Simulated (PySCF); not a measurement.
Compound: C5H8F2O.
SMILES with atom numbers: `[CH3:1][C:2]([F:3])([F:4])[O:5][CH:6]1[CH2:7][CH2:8]1` (hydrogens: H9, H10, H11 on C1; H12 on C6; H13, H14 on C7; H15, H16 on C8)

Cartesian coordinates in Å at the PBE0-D3(BJ)/def2-SVP level; atoms count from 1:
```
atom  x, y, z in Å
C1    -2.5501   -0.3681   -0.3008
C2    -1.2587    0.3931   -0.2263
F3    -0.8956    0.8269   -1.4625
F4    -1.4194    1.5258    0.5097
O5    -0.2844   -0.3822    0.3135
C6     0.9569    0.2329    0.5337
C7     2.1259   -0.6851    0.5496
C8     1.9474    0.2876   -0.5842
H9    -3.3224    0.2730   -0.7437
H10   -2.4120   -1.2621   -0.9213
H11   -2.8543   -0.6707    0.7088
H12    0.9127    1.0604    1.2482
H13    1.9114   -1.7368    0.3444
H14    2.9109   -0.5105    1.2891
H15    2.6019    1.1605   -0.6477
H16    1.6215   -0.1127   -1.5461
```

Linear response at CAM-B3LYP/def2-SVPD (PySCF, frozen core in the response, non-relativistic).

Static isotropic polarisability: 64.16 au (9.51 Å³), principal values 57.9, 60.7, 73.9 au.

Task: What is the polarisability at 1064 nm and at the sodium D line?

Result: 64.53 au at 1064 nm (+0.6 %), 65.36 au at 589.3 nm (+1.9 %). The rise at 589.3 nm is 3.32 times that at 1064 nm; a pure ω² law gives 3.26. The lowest singlet lies at 154 nm, shorter than both wavelengths.

Task: What is the isotropic C6 coefficient between two such molecules, C6 = (3/π)∫α(iω)² dω?

Result: 2022 au (Eh·bohr⁶) by a ten-point quadrature over imaginary frequencies, which is 1210 eV·Å⁶ or 117 J·nm⁶/mol.

Task: Which effective excitation energy ω̄ makes London's formula C6 = (3/4)α²ω̄ exact here?

Result: ω̄ = 4·C6/(3α²) = 0.655 Eh = 17.8 eV. A one-pole form α(ω) = α/(1 − ω²/ω̄²) fitted to the 1064 nm value gives 15.6 eV.

Task: The lowest 6 singlets have (eV, f): 8.03, 0.007; 8.45, 0.011; 8.51, 0.004; 8.74, 0.007; 8.79, 0.016; 8.96, 0.016. What share of the static polarisability do they carry in the sum over states α = Σ f/ω²?

Result: 0.61 au, 0.9 % of α; the largest term, 0.15 au, is that of the state at 8.79 eV. Their oscillator strengths add up to 0.06. Higher states carry the rest.

Task: How anisotropic is the static polarisability, by Δα² = ½[(α1 − α2)² + (α2 − α3)² + (α3 − α1)²]?

Result: Δα = 14.9 au, or 0.23 of the isotropic value.

Task: What n − 1 at the D line would an ideal gas of it have at 273.15 K and 1 atm (2.6868 × 10¹⁹ cm⁻³), by n − 1 = 2π·N·α′?

Result: 16.35 × 10⁻⁴, a formal value whether or not that pressure can be reached.

Task: What three-body coefficient follows from the one-pole estimate C9 = (3/4)·α·C6?

Result: 97300 au. This is an estimate from the two numbers above, not a computed integral.

Task: How many electrons N does the Slater–Kirkwood formula C6 = (3/4)·√N·α^(3/2) need to give this C6?

Result: N = (4·C6/3)²/α³ = 27.5; the species has 64 electrons in all.

Task: What molar refraction at the D line follows from R = (4π/3)·N_A·α′, with α′ the polarisability volume?

Result: α′ = 9.69 Å³ gives R = 24.43 cm³/mol, for isolated, non-vibrating species.

The run took about 2.3 min of CPU time (grids of density and orbitals included) (one thread, shared machine). This is the whole response run at CAM-B3LYP/def2-SVPD, SCF included.

One conformer stands for the species.
